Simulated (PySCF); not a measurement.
Input for PySCF: R-HF/STO-3G on BClH2OSe (SMILES OB(Cl)[SeH]), a point of a torsion scan.

```python
from pyscf import gto, scf, dft, mp
from pyscf.data.elements import chemcore

mol = gto.M(
    atom='''
    O    -0.77768671   -0.94246155   -0.12960959
    B    -0.11047710    0.08268504    0.38841761
    Cl    0.76488880    1.11277064   -0.67604705
    Se    0.15017347    0.38735200    2.30523143
    H    -1.50233928   -1.36766939    0.32853447
    H    -0.66184116   -0.70889460    2.79044804
    ''',
    basis='sto-3g',
    charge=0, spin=0, verbose=3, max_memory=1800)
mf = scf.RHF(mol)
mf.conv_tol = 1e-8
mf.max_cycle = 100
mf.kernel()
if not mf.converged:
    mf = mf.newton().run(mf.mo_coeff, mf.mo_occ)
```

It printed:

```
converged SCF energy = -2927.62375439113
```

The run converged.

Cost: around 0.6 core-seconds (rough).
